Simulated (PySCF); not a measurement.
# Working out the ionisation energy of Rh

Rh [Kr] 4d8 5s1 (4F) → Rh⁺ [Kr] 4d8 (3F). Calculation: PySCF 2.14, in aug-cc-pwCVDZ-PP with ECP28MDF; scalar relativity through the core potential. Frozen: nothing. Energies in hartree (1 hartree = 27.21139 eV):

| part | Rh (lower) | Rh⁺ (upper) |
| --- | --- | --- |
| UHF | -109.388550 | -109.156528 |
| MP2 opposite-spin | -0.348448 | -0.326533 |
| MP2 same-spin | -0.171405 | -0.151051 |

Problem. What does Hartree-Fock give?

Solution. (-109.156528) − (-109.388550) = 0.232022 hartree = 6.314 eV.

Problem. What do MP2 and SCS-MP2 (6/5 opposite-spin, 1/3 same-spin) give?

Solution. The opposite-spin parts differ by 0.596 eV and the same-spin parts by 0.554 eV. MP2: 6.314 + (0.596) + (0.554) = 7.464 eV. SCS-MP2: 6.314 + 1.2 × (0.596) + (0.554)/3 = 7.214 eV.

Measured between the centres of the two terms (NIST): 7.479 eV, so MP2 (valence and next inner shell) is off by -0.015 eV.

A double-zeta basis recovers only part of the correlation energy.

What remains against the reference includes basis incompleteness and correlation beyond second order.
